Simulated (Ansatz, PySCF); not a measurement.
Species: PH$_{4}$, net charge -1, singlet state. Whether it binds its extra electron was not tested at this geometry. 
Structure (B3LYP-D3(BJ)/def2-TZVP (Ansatz, an electronic-structure program) minimum search):
```xyz
5

P     -0.0900    -0.0022     0.0787
H     -0.1334     0.0276    -1.3351
H      1.3057     0.0005     0.3104
H      0.0798     1.7023    -0.0417
H      0.0981    -1.6980    -0.1137
```
Charge -1, spin multiplicity 1.

Total electronic energies in hartree. Correlated levels leave the core frozen unless marked. No spin-orbit coupling. No relativistic terms. FCI takes restricted orbitals. Basis-set limits of correlation are two-point, X^-3; Hartree-Fock from the larger set. [CCSD(T)-MP2]/basis is that difference in the basis named.

```json
[
 {"level": "HF/cc-pVTZ", "program": "Ansatz", "energy (Eh)": "-342.96332"},
 {"level": "RI-HF/aug-cc-pV(T+d)Z", "program": "Ansatz", "energy (Eh)": "-342.97362"},
 {"level": "PBE/def2-TZVPD", "program": "Ansatz", "energy (Eh)": "-343.52551"},
 {"level": "TPSS-D3(BJ)/def2-TZVPD", "program": "PySCF + dftd3", "energy (Eh)": "-343.72840"},
 {"level": "M06-L/def2-TZVPD", "program": "PySCF", "energy (Eh)": "-343.68693"},
 {"level": "B97M-V/def2-TZVPD", "program": "Ansatz", "energy (Eh)": "-343.61011"},
 {"level": "PBE0/STO-3G", "program": "Ansatz", "energy (Eh)": "-339.42429"},
 {"level": "MN15/def2-TZVPD", "program": "PySCF", "energy (Eh)": "-343.56651"},
 {"level": "CAM-B3LYP-D4/def2-TZVPD", "program": "Ansatz + dftd4", "energy (Eh)": "-343.69682"},
 {"level": "MP2/aug-cc-pV(D+d)Z", "program": "Ansatz", "energy (Eh)": "-343.14208"},
 {"level": "RI-MP2/aug-cc-pV(T+d)Z", "program": "Ansatz", "energy (Eh)": "-343.19365"},
 {"level": "RI-MP2/aug-cc-pV(Q+d)Z", "program": "Ansatz", "energy (Eh)": "-343.20924"},
 {"level": "RI-MP2/CBS(aug-cc-pV(T+d)Z,aug-cc-pV(Q+d)Z)", "program": "Ansatz", "energy (Eh)": "-343.2180"},
 {"level": "SCS-MP2/def2-TZVPPD", "program": "Ansatz", "energy (Eh)": "-343.19215"},
 {"level": "CCSD/STO-3G", "program": "Ansatz", "energy (Eh)": "-338.92101"},
 {"level": "CCSD/cc-pV(T+d)Z", "program": "Ansatz", "energy (Eh)": "-343.21187"},
 {"level": "CCSD/CBS(def2-TZVPPD,def2-QZVPPD)", "program": "Ansatz", "energy (Eh)": "-343.2436"},
 {"level": "CCSD(T)/6-31G", "program": "Ansatz", "energy (Eh)": "-342.95040"},
 {"level": "CCSD(T)/cc-pVDZ", "program": "PySCF", "energy (Eh)": "-343.14114"},
 {"level": "CCSDT(Q)/cc-pV(D+d)Z", "program": "Ansatz", "energy (Eh)": "-343.15095"},
 {"level": "FCI/6-31G", "program": "Ansatz", "energy (Eh)": "-342.95096"},
 {"level": "RI-MP2/CBS(aug-cc-pV(T+d)Z,aug-cc-pV(Q+d)Z)+[CCSD(T)-MP2]/aug-cc-pV(T+d)Z", "program": "Ansatz", "energy (Eh)": "-343.2601"},
 {"level": "CCSD(T)/CBS(aug-cc-pV(T+d)Z,aug-cc-pV(Q+d)Z)", "program": "Ansatz", "energy (Eh)": "-343.2559"}
]
```

Totals of different functionals don't rank their quality; only differences between species are comparable.
